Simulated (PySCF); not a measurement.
Gas-phase reaction: 3 GaH(CH3)2 = 3 GaH3 + 2 CH + 2 C2H5

Computed with PySCF and rigid-rotor harmonic-oscillator thermochemistry at 1 bar. S°(298 K) at PBE0/def2-TZVP differs from the NASA 1993 table for C2H5 (+9 J/mol/K); whether the harmonic model or the table's entry is off was not settled. † marks an energy on the PBE0/def2-TZVP geometry and frequencies; other levels use their own. 6-31G* has spherical d functions here. Open shells (unrestricted): CH (multiplicity 2, electronic degeneracy 4), C2H5 (multiplicity 2); the rest are closed-shell singlets. Spin-orbit splitting is ignored; it lowers the true energy and changes the entropy of CH. B3LYP is the form with VWN-RPA correlation. Ga: all electrons, no relativistic terms. Methyl groups turn as free rotors in GaH(CH3)2. GaH(CH3)2, GaH3: computed as isolated molecules; such fragments, hydroxides, amides, oligomers or adducts are transient or little studied in the gas. The harmonic model lacks anharmonicity and excited electronic states, which grow with temperature; levels with a mode under 35 cm⁻¹ are left out. Internal rotation in C2H5 is treated as a harmonic vibration of one conformer, which makes the entropy rough. Warning, spin contamination: CH (BLYP/def2-TZVP†, M06-2X/def2-TZVP†, PBE/def2-SVP, PBE/def2-TZVP†, PBE0/def2-QZVP†, PBE0/def2-SVP†, r2SCAN/def2-TZVP†, LDA/def2-TZVP†, ωB97M-V/def2-TZVP†, ωB97X-V/def2-TZVP†).

```json
[
 {"level": "B3LYP/6-31G*", "ΔE electronic, kJ": "1785", "ΔH°(298 K), kJ": "1685", "ΔS°(298 K), J/K": "574", "ΔG°(1200 K), kJ": "981"},
 {"level": "BLYP/def2-TZVP†", "ΔE electronic, kJ": "1738", "ΔH°(298 K), kJ": "1645", "ΔS°(298 K), J/K": "574", "ΔG°(1200 K), kJ": "943"},
 {"level": "M06-2X/def2-TZVP†", "ΔE electronic, kJ": "1880", "ΔH°(298 K), kJ": "1787", "ΔS°(298 K), J/K": "574", "ΔG°(1200 K), kJ": "1084"},
 {"level": "PBE/def2-SVP", "ΔE electronic, kJ": "1885", "ΔH°(298 K), kJ": "1793", "ΔS°(298 K), J/K": "572", "ΔG°(1200 K), kJ": "1095"},
 {"level": "PBE/def2-TZVP†", "ΔE electronic, kJ": "1873", "ΔH°(298 K), kJ": "1780", "ΔS°(298 K), J/K": "574", "ΔG°(1200 K), kJ": "1077"},
 {"level": "PBE0/def2-QZVP†", "ΔE electronic, kJ": "1852", "ΔH°(298 K), kJ": "1758", "ΔS°(298 K), J/K": "574", "ΔG°(1200 K), kJ": "1056"},
 {"level": "PBE0/def2-SVP†", "ΔE electronic, kJ": "1866", "ΔH°(298 K), kJ": "1773", "ΔS°(298 K), J/K": "574", "ΔG°(1200 K), kJ": "1070"},
 {"level": "r2SCAN/def2-TZVP†", "ΔE electronic, kJ": "1824", "ΔH°(298 K), kJ": "1731", "ΔS°(298 K), J/K": "574", "ΔG°(1200 K), kJ": "1029"},
 {"level": "LDA/def2-TZVP†", "ΔE electronic, kJ": "2129", "ΔH°(298 K), kJ": "2036", "ΔS°(298 K), J/K": "574", "ΔG°(1200 K), kJ": "1334"},
 {"level": "ωB97M-V/def2-TZVP†", "ΔE electronic, kJ": "1838", "ΔH°(298 K), kJ": "1745", "ΔS°(298 K), J/K": "574", "ΔG°(1200 K), kJ": "1043"},
 {"level": "ωB97X-V/def2-TZVP†", "ΔE electronic, kJ": "1834", "ΔH°(298 K), kJ": "1741", "ΔS°(298 K), J/K": "574", "ΔG°(1200 K), kJ": "1039"}
]
```
ΔH° is lowest at BLYP/def2-TZVP† and highest at LDA/def2-TZVP†. No reference value is set beside these.
